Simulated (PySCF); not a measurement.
Gas-phase reaction: 2 MoO2Cl2 + O2 ⇌ 2 MoO3 + 4 Cl

Computed with PySCF (xtb for GFN2) and rigid-rotor harmonic-oscillator thermochemistry at 1 bar. † marks an energy on the PBE0/def2-TZVP geometry and frequencies; other levels use their own. MP2 and CCSD(T) freeze the core. Open shells (unrestricted): O2 (multiplicity 3), Cl (multiplicity 2); the rest are closed-shell singlets. GFN2 has no spin-polarisation term. Spin-orbit splitting is ignored; it lowers the true energy and changes the entropy of Cl. Mo: scalar-relativistic def2 core potential, no spin-orbit coupling. MP2 isn't extrapolated to the basis-set limit. CCSD(T) isn't extrapolated to the basis-set limit. Strong static correlation: MoO3. Warning, large T1 diagnostic: MoO2Cl2, MoO3 (CCSD(T)/def2-SVP†).

| level | ΔH°(298 K), kJ |
|---|---|
| BLYP/def2-TZVP† | … |
| CCSD(T)/def2-SVP† | 993 |
| GFN2-xTB | … |
| M06-2X/def2-TZVP† | 1104 |
| MP2/def2-SVP† | 1014 |
| MP2/def2-TZVPP† | … |
| PBE/def2-SVP | 1123 |
| PBE/def2-TZVP† | 1105 |
| PBE0/def2-TZVP | … |
| LDA/def2-TZVP† | 1282 |

### Question
Complete the blanks.

### Answer

- BLYP/def2-TZVP†, ΔH°(298 K), kJ: 1013
- GFN2-xTB, ΔH°(298 K), kJ: 1075
- MP2/def2-TZVPP†, ΔH°(298 K), kJ: 1065
- PBE0/def2-TZVP, ΔH°(298 K), kJ: 1106
